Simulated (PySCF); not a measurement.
From one molecule to another.

First species: C8H13PS.
Atom-mapped SMILES: `[CH:1]#[C:2][P@@:3](=[S:4])([CH2:5][CH2:6][CH3:7])[CH:8]1[CH2:9][CH2:10]1` (hydrogens: H11 on C1; H12, H13 on C5; H14, H15 on C6; H16, H17, H18 on C7; H19 on C8; H20, H21 on C9; H22, H23 on C10)

Structure used (GFN2-xTB), in Å, numbered top down from 1:
```xyz
23
C8H13PS angstrom
C     -0.1120    3.2222   -0.7038
C     -0.2514    2.0424   -0.5135
P     -0.5197    0.2921   -0.5311
S     -0.8012   -0.4291   -2.3065
C      0.9440   -0.3683    0.3767
C      2.1971   -0.2141   -0.4775
C      3.4114   -0.8522    0.1833
C     -1.9037    0.0880    0.6425
C     -2.6026   -1.2418    0.6121
C     -3.2804   -0.0364    0.0589
H      0.0226    4.2603   -0.8049
H      1.0447    0.1586    1.3294
H      0.7424   -1.4258    0.5792
H      2.3825    0.8501   -0.6511
H      2.0191   -0.6795   -1.4509
H      3.2562   -1.9209    0.3160
H      3.5962   -0.4067    1.1592
H      4.2957   -0.7091   -0.4328
H     -1.7811    0.5987    1.5903
H     -2.9468   -1.6597    1.5463
H     -2.2426   -1.9756   -0.0969
H     -4.1043    0.4009    0.6021
H     -3.3709    0.0329   -1.0169
```

Second species: C₈H₁₃PS.
Bonds: C1–C2, C2–C3, C2–C4, C4–P5, P5–C6, C6–C7 (aromatic), C7–C8 (aromatic), C8–C9 (aromatic), C9–S10 (aromatic), C6–S10 (aromatic). Hydrogens: H11, H12, H13 on C1; H14 on C2; H15, H16, H17 on C3; H18, H19 on C4; H20 on P5; H21 on C7; H22 on C8; H23 on C9.

Levels: PBE0/pcSseg-1 for dipole moment, HOMO energy, LUMO energy and HOMO–LUMO gap; GFN2-xTB for rotational constant A and rotational constant C. Geometries: GFN2-xTB. Each structure is a single optimised conformer of the isolated species, non-relativistic unless stated; the electronic structure was computed with PySCF and density fitting.

Dipoles, sizes and rotational constants follow the conformer. The torsions of the flexible species, by atom-mapped SMILES:
- `[CH:1]#[C:2][P@@:3](=[S:4])([CH2:5][CH2:6][CH3:7])[CH:8]1[CH2:9][CH2:10]1`: C2–P3–C5–C6 -71°, P3–C5–C6–C7 -175°, C2–P3–C8–C9 166°
- `[CH3:1][CH:2]([CH3:3])[CH2:4][PH:5][c:6]1[cH:7][cH:8][cH:9][s:10]1`: C1–C2–C4–P5 67°, C2–C4–P5–C6 -178°, C4–P5–C6–C7 -116°

Values for the first species:

| Item | Value |
| --- | --- |
| Dipole moment | 4.05 D |
| HOMO energy | -6.59 eV |
| LUMO energy | -0.32 eV |
| HOMO–LUMO gap | 6.27 eV |
| Rotational constant A | 1.216 GHz |
| Rotational constant C | 0.618 GHz |

**Question.** Estimate the same properties for the second species, and the change in each.

**Answer.** 
| property | first | second | second less first |
| --- | --- | --- | --- |
| dipole moment | 4.05 D | 1.44 D | -2.61 D |
| HOMO energy | -6.59 eV | -6.29 eV | +0.30 eV |
| LUMO energy | -0.32 eV | -0.60 eV | -0.28 eV |
| HOMO–LUMO gap | 6.27 eV | 5.69 eV | -0.58 eV |
| rotational constant A | 1.216 GHz | 2.495 GHz | +1.279 GHz |
| rotational constant C | 0.618 GHz | 0.440 GHz | -0.178 GHz |

On the first: A dipole of 4.05 D is allowed in C1, and pure rotational transitions are dipole-allowed. The dipole equals about 13.5 × 10⁻³⁰ C·m (1 D = 3.33564 × 10⁻³⁰ C·m).

On the second: In atomic units the dipole is 0.56 e·bohr (1 au = 2.5417 D).
